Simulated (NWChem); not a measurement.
Molecule: CCl2, singlet; SMILES Cl[C]Cl

All runs: NWChem. Low-valent species are run as closed-shell singlets; no triplet was tried in these runs. All runs use the structure optimised with PBE0-D3(BJ)/def2-TZVP. LC-ωPBE (HJS hole) with def2-SVP; x = 1 − exp(−ω/0.25 bohr⁻¹) is a scale chosen for this fit.

| row | x | −ε(HOMO) (eV) |
|---|---|---|
| ω = 0.05 | 0.181 | 6.53 |
| ω = 0.15 | 0.451 | 7.92 |
| ω = 0.20 | 0.551 | 8.50 |
| ω = 0.35 | 0.753 | 9.81 |
| ω = 0.60 | 0.909 | withheld |

Q: Fit a straight line of the last column on the one before it, predict the withheld value, and compare with the run.

A: 
1. Means of the 4 shown rows: x = 0.4840, y = 8.190. Slope Σ(x − x̄)(y − ȳ)/Σ(x − x̄)² = 0.9684/0.1697 = 5.705; intercept 5.429.
2. The shown rows scatter about the line by 0.077 (root mean square); the largest residual is +0.09, at ω = 0.35.
3. At x = 0.909 (ω = 0.60; beyond the shown range) the line gives 10.61.
4. The run gives 11.00, +0.39 from the line, 5.0 times the scatter.
